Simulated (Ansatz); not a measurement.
Ansatz (a program for electronic structure) input (MP2/LANL2DZ): The .json file is the Basis Set Exchange's LANL2DZ.

Ansatz 0.2 input:
```yaml
crystal:
  periodic: [false, false, false]
  atoms:
    - {symbol: W, position_ang: [0.00000000, 0.00000000, 0.00000000]}
basis:
  gaussian:
    orbitals: LANL2DZ.json
total_charge: 1
magnetization: {spin_polarized: true, initial_magnetization: 5}
correlation: {method: mp2, electrons: outside_noble_gas}
scf: {lower_state_search: full}
```

**Question.** Predict the final energy.

**Answer.** -66.82721 Eh.
